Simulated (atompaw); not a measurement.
Before and after: PAW (atompaw) potential for zirconium

atompaw 4.2.0.5 input, output lines left out:

```
Zr 40
GGA-PBE loggrid 1500 logderivrange -3 5 201
5 5 4 0 0 0
5 0 1.5
5 1 0
4 2 2
0 0 0
c
c
c
c
v
c
c
c
v
c
v
3
3.00 2.95 2.70 2.00
y
1.7
n
y
1.2
n
y
1.45
n
y
0.1
n
custom rrkj gramschmidtortho besselshape
4 -0.5 troulliermartins
3.00
3.00
3.00
3.00
2.60
3.00
3.00
```

All-electron outer shells of the reference configuration (PBE, non-relativistic, ld1.x):

```json
{"shell": "4p", "level (eV)": "-35.40", "outermost node (bohr)": "0.57", "outermost maximum (bohr)": "1.19"}
{"shell": "4d", "level (eV)": "-7.00", "outermost node (bohr)": "0.58", "outermost maximum (bohr)": "1.57"}
{"shell": "5s", "level (eV)": "-6.90", "outermost node (bohr)": "1.50", "outermost maximum (bohr)": "3.15"}
{"shell": "5p", "level (eV)": "-3.78", "outermost node (bohr)": "1.70", "outermost maximum (bohr)": "3.90"}
```

Change: local potential bessel scheme, radius 2.70 bohr.

Cutoffs: the cutoffs (Ry, on a coarse ladder) from which the occupation-weighted sum of valence levels, in a spherical-Bessel basis at the reference potential, stays within 10 and 1 mRy of its value at 400 Ry; they do not see the model core or the augmentation charge, which bear on the density cutoff.

Problem. What does the change do?

Solution. The potential gets neither clearly harder nor softer (12 Ry and 18 Ry → 12 Ry and 18 Ry); the bound ghost in p disappears; the range in which the p phases agree narrows (upper end 4.3 → 1.3). A state that the projectors do not describe sees the local part alone, so a deeper or shallower local part can create or remove a ghost.

| quantity | base | changed |
| --- | --- | --- |
| cutoff, loose | 12 Ry | 12 Ry |
| cutoff, tight | 18 Ry | 18 Ry |
| bound ghosts | p | none |
| s: phases at 3.02 bohr within 0.05 rad from the reference energy up to (Ry; the scan ends near 5) | 3.7 | 3.4 |
| p: phases at 3.02 bohr within 0.05 rad from the reference energy up to (Ry; the scan ends near 5) | 4.3 | 1.3 |
| d: phases at 3.02 bohr within 0.05 rad from the reference energy up to (Ry; the scan ends near 5) | 4.4 | to the end of the scan |
| f: phases at 3.02 bohr within 0.05 rad from the reference energy up to (Ry; the scan ends near 5) | 0.9 | 0.9 |
| lowest overlap eigenvalue by channel | s 0.71, p 0.63, d 0.75, f 1.00 | s 0.72, p 0.62, d 0.73, f 1.00 |

 A true bound ghost makes a file unfit for plane-wave use even where its test errors are small: the radial tests pick states by their node count and pass the ghost by. The cutoffs see the waves, projectors and local potential, not the compensation charge or the core.
